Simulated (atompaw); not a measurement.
**PBE PAW (atompaw) dataset for Li (Z = 3), non-relativistic all-electron reference.**

lithium, PAW, made with atompaw 4.2.0.5 (PBE, non-relativistic). Core [He], reference 2s0.5 2p0.5. Waves: 2s (bound): rc 3.00 bohr; 2s channel at 1.2 Ry: rc 3.00 bohr; 2p (bound): rc 3.00 bohr; 2p channel at 0.35 Ry: rc 3.00 bohr. Local part: bessel scheme, radius 2.95 bohr. Core correction: smooth core density matched at 2.40 bohr. Augmentation charge: sinc compensation charge, radius 2.15 bohr; PAW radius 3.00 bohr; waves and projectors: custom rrkj gramschmidtortho.

Q: Estimate the cutoffs (Ry, on a coarse ladder) from which the occupation-weighted sum of valence levels, in a spherical-Bessel basis at the reference potential, stays within 10 and 1 mRy of its value at 400 Ry.

A: 6 Ry and 6 Ry.

Q: What does a ghost test show?

A: No extra level below or beside the all-electron valence levels (s, p, d, f tested).

Q: Is the overlap operator S = 1 + Σ q|β⟩⟨β| positive definite (Bessel basis up to 400 Ry)?

A: Yes: its lowest eigenvalue is 0.65 (s channel).
